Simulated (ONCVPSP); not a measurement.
**Building the ONCV potential for zirconium (LDA (Perdew-Zunger), non-relativistic).**

Zr, optimised norm-conserving Vanderbilt (ONCV), made with ONCVPSP 4.0.1 (LDA (Perdew-Zunger), non-relativistic). Core [Ar] 3d10, reference 4s2 4p6 4d2 5s2. Waves: 4s+5s: rc 2.05 bohr, ncon 4, nbas 9, qcut 5.3 1/bohr, 2 projectors; 4p: rc 1.70 bohr, ncon 3, nbas 8, qcut 9.5 1/bohr, 1 projector; 4d: rc 2.50 bohr, ncon 3, nbas 8, qcut 6.1 1/bohr, 3 projectors, debl 2 Ha. Local part: polynomial inside 1.10 bohr (lpopt 5, dvloc0 -1 Ha). Core correction: Teter function, fcfact 2.5, rcfact 1.75.

All-electron outer shells of the reference configuration (LDA (Perdew-Zunger), non-relativistic, ld1.x):

```json
{"shell": "3d", "level (eV)": "-178.09", "outermost node (bohr)": "–", "outermost maximum (bohr)": "0.35"}
{"shell": "4s", "level (eV)": "-52.21", "outermost node (bohr)": "0.56", "outermost maximum (bohr)": "1.10"}
{"shell": "4p", "level (eV)": "-32.28", "outermost node (bohr)": "0.57", "outermost maximum (bohr)": "1.19"}
{"shell": "5s", "level (eV)": "-4.43", "outermost node (bohr)": "1.50", "outermost maximum (bohr)": "3.19"}
{"shell": "4d", "level (eV)": "-4.10", "outermost node (bohr)": "0.58", "outermost maximum (bohr)": "1.59"}
```

(1) Estimate the cutoffs (Ha) at which the residual kinetic energy of the hardest occupied pseudo-wave falls to 1 and 0.1 mHa per electron.

(2) Does the potential have ghost states?

(3) Which valence shell sets the plane-wave cutoff?

(4) Tests: 4s2 4p6 4d2 5s1; 4s2 4p6 4d2 5s0; 4s2 4p6 4d1 5s0; 4s2 4p6 4d3 5s0. Which has the largest error in its energy relative to the reference configuration, and how large is it?

Answers

(1) 25 Ha and 30 Ha.

(2) No bound ghost flagged; GHOST(+) flagged for s at 45.3 eV.

(3) 4p: 25 Ha for 1 mHa per electron, against 12 Ha for 4d.

(4) 4s2 4p6 4d1 5s0, with +9.6 meV (all-electron minus pseudo) on +43.18 eV.
